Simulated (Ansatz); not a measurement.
Reaction (ligand exchange at a Ge–C bond): `O[CH2][GeH3]` + `[SiH3]S` → `[SiH3][S][GeH3]` + CH₃OH

Isolated molecules relaxed with PBE0-D4/def2-TZVP in Ansatz; ΔE leaves out vibrations. CCSD(T)/CBS adds triple-zeta CCSD(T) − MP2 to the extrapolated MP2 energy (def2 sets, frozen cores). This one scheme is used for every species. Functionals use def2-TZVPP. For Ge outer-core shells are correlated without core-valence functions, which leaves a few kJ/mol of doubt a bond. Scalar relativity is left out up to krypton. One conformer a species, not always the lowest.

`O[CH2][GeH3]`:

Z-matrix (Å, degrees):
```
C
Ge 1 1.968
O 1 1.415 2 108.0
H 1 1.098 2 108.5 3 -121.7
H 1 1.098 2 108.5 3 121.7
H 2 1.536 1 110.0 3 -60.7
H 2 1.540 1 108.6 3 179.8
H 2 1.536 1 110.0 3 60.2
H 3 0.960 1 108.8 2 180.0
```

`[SiH3]S`:

Cartesian coordinates in Å:
```
Si -0.360 -0.242 -0.301
S 0.573 0.402 1.511
H -0.788 0.910 -1.136
H -1.544 -1.017 0.136
H 0.543 -1.105 -1.105
H 1.576 1.051 0.895
```

`[SiH3][S][GeH3]`:

Cartesian coordinates in Å:
```
Si -1.531 -0.581 -0.095
S -0.613 1.341 -0.019
Ge 1.509 0.674 0.095
H -1.067 -1.349 -1.280
H -2.993 -0.346 -0.186
H -1.221 -1.371 1.126
H 2.343 1.959 0.147
H 1.856 -0.157 -1.150
H 1.718 -0.170 1.362
```

CH₃OH:

Cartesian coordinates in Å:
```
C -0.062 0.002 0.351
O 0.091 0.541 -0.942
H -0.292 0.832 1.019
H 0.853 -0.483 0.713
H -0.887 -0.719 0.407
H 0.297 -0.173 -1.548
```

```csv
level,ΔE (kcal/mol)
r2SCAN,-19.0
HF/CBS(def2),-19.7
```

Problem. What does CCSD(T)/CBS give? (Best estimate.)

Solution. Computed: -18.6 kcal/mol. The listed levels differ from it by -0.4, -1.1 kcal/mol.

Largest T1 diagnostic among the species: 0.011.

Leaving LDA and LC-ωPBE aside and taking each functional with its dispersion term where it has one, the values, not all of them listed here, spread over 2.2 kcal/mol, from BHLYP-D4 to CAM-B3LYP-D4. LDA lies +1.1 kcal/mol from PBE without D4. The D4 term adds −1.1 kcal/mol with B3LYP and −0.6 kcal/mol with PBE0; it sums over pairs of atoms, weighted by their polarisabilities, and B3LYP, whose exchange is more repulsive, gets the larger term.

B3LYP here is the variant with VWN-RPA as its local correlation; programs differ in this.
